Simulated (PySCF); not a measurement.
# A small calculation by hand: oscillator strength and radiative lifetime

B(Me)(SH)2 (CH₅BS₂), SMILES CB(S)S.

Geometry: PBE0-D3(BJ)/def2-SVP. Other conformers were not sampled.

TDDFT-B3LYP/def2-SVPD (PySCF 2.14.0) puts the first singlet state with f over 0.02 at 5.76 eV (vertical), with the transition dipole (0.000, 0.000, 1.161) in atomic units.

Q: Find the oscillator strength, the wavelength and the radiative lifetime that this transition would have in vacuum if emission retraced absorption.

A: 
|μ|² = 1.3479 au, so |μ| = 2.95 D. ΔE = 5.76/27.211 = 0.2117 hartree. f = (2/3) ΔE |μ|² = 0.190 (the program prints 0.190).
λ = 1239.84/5.76 = 215 nm; ν = 46458 cm⁻¹.
Einstein's coefficient A = 0.6670 ν² f s⁻¹ (ν in cm⁻¹) = 2.7e8 s⁻¹, so τ = 1/A = 3.7 ns. This state is S2; the lower singlet has f = 0.001. The figure is the radiative limit of this one transition; relaxation, internal conversion, crossing to triplets and a medium change what is measured.
